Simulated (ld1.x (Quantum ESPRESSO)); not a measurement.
# Which change was made? (Ni, PAW)

- Element: Ni
- Generator: ld1.x (Quantum ESPRESSO) 7.5
- Type: PAW
- Functional: PBE
- Relativity: scalar-relativistic
- Frozen core: [Ne] 3s2
- Valence charge: 16
- Reference configuration: 3p6 3d8 4s0 4p0 (charge +2)
- Partial waves: 4s (bound, empty): rcut 1.70, rcutus 1.90 bohr; 4s channel at -1.1 Ry: rcut 1.70, rcutus 1.90 bohr; 3p (bound): rcut 1.10, rcutus 1.35 bohr; 4p (bound, empty): rcut 1.10, rcutus 1.35 bohr; 3d (bound): rcut 0.90, rcutus 1.25 bohr; 3d channel at -1.2 Ry: rcut 0.90, rcutus 1.25 bohr
- Local potential: all-electron potential smoothed inside 1.20 bohr (lloc = -2)
- Core correction: Bessel-smoothed model core, default radius (core density twice the valence density)
- Augmentation charge: PSQ, inside the norm-conserving radii

Cutoffs, loose and tight: the cutoffs (Ry, on a coarse ladder) from which the occupation-weighted sum of valence levels, in a spherical-Bessel basis at the reference potential, stays within 10 and 1 mRy of its value at 400 Ry. They do not see the model core or the augmentation charge, which bear on the density cutoff. Test errors are all-electron minus pseudo excitation energies from the reference, over the configurations 3p6 3d8 4s2 4p0; 3p6 3d8 4s1 4p0; 3p6 3d7 4s0 4p0; 3p5 3d8 4s2 4p0; 3p6 3d7 4s2 4p1; 3p6 3d8 4s0 4p2; 3p6 3d6 4s0 4p0; variants that change the core or the reference have their own tests. The largest error is taken over the tests solved by every variant that gives reliable tests at all, those not shown here included: 3p6 3d7 4s0 4p0; 3p6 3d8 4s1 4p0; 3p6 3d8 4s2 4p0.

The base gives: outcome: generated; cutoff, loose: 80 Ry; cutoff, tight: 140 Ry; bound ghosts: none; largest test error (meV): -32.

**Question.** After one change the result is: outcome: generated; cutoff, loose: 80 Ry; cutoff, tight: 140 Ry; bound ghosts: none; largest test error (meV): -47. Which change was it?
A. all radii but the core radius scaled by about 1.29 (s 2.46, p 1.74, d 1.62 bohr, rcut 2.20/1.42/1.16); local potential all-electron potential smoothed inside 1.56 bohr (lloc = -2)
B. core correction a·sin(br)/r model core, default radius (ld1.x builds one for every PAW set, though the input has nlcc=.false.)
C. local potential all-electron potential smoothed inside 0.84 bohr (lloc = -2)
D. core [Ne], valence charge 18; reference 3s2 3p6 3d8 4s2 4p0; waves now 3s (bound): rcut 1.00, rcutus 1.25 bohr; 4s (bound): rcut 1.00, rcutus 1.25 bohr; 3p (bound): rcut 1.10, rcutus 1.15 bohr; 4p (bound): rcut 1.10, rcutus 1.15 bohr; 3d (bound): rcut 1.45, rcutus 1.75 bohr; 3d channel at -1.2 Ry: rcut 1.45, rcutus 1.75 bohr; local potential all-electron potential smoothed inside 1.40 bohr (lloc = -1); core correction Bessel-smoothed model core inside 0.85 bohr

**Answer.** B. The others give: core [Ne], valence charge 18; reference 3s2 3p6 3d8 4s2 4p0; waves now 3s (bound): rcut 1.00, rcutus 1.25 bohr; 4s (bound): rcut 1.00, rcutus 1.25 bohr; 3p (bound): rcut 1.10, rcutus 1.15 bohr; 4p (bound): rcut 1.10, rcutus 1.15 bohr; 3d (bound): rcut 1.45, rcutus 1.75 bohr; 3d channel at -1.2 Ry: rcut 1.45, rcutus 1.75 bohr; local potential all-electron potential smoothed inside 1.40 bohr (lloc = -1); core correction Bessel-smoothed model core inside 0.85 bohr → outcome: generated; cutoff, loose: 70 Ry; cutoff, tight: 120 Ry; bound ghosts: none; largest test error (meV): -42 | local potential all-electron potential smoothed inside 0.84 bohr (lloc = -2) → outcome: generated, overlap not positive; bound ghosts: s (p not tested, overlap not positive); largest test error (meV): -107 | all radii but the core radius scaled by about 1.29 (s 2.46, p 1.74, d 1.62 bohr, rcut 2.20/1.42/1.16); local potential all-electron potential smoothed inside 1.56 bohr (lloc = -2) → outcome: generated; cutoff, loose: 40 Ry; cutoff, tight: 70 Ry; bound ghosts: none; largest test error (meV): -52. A file whose overlap is not positive is unfit for use, and its test errors describe a broken file.
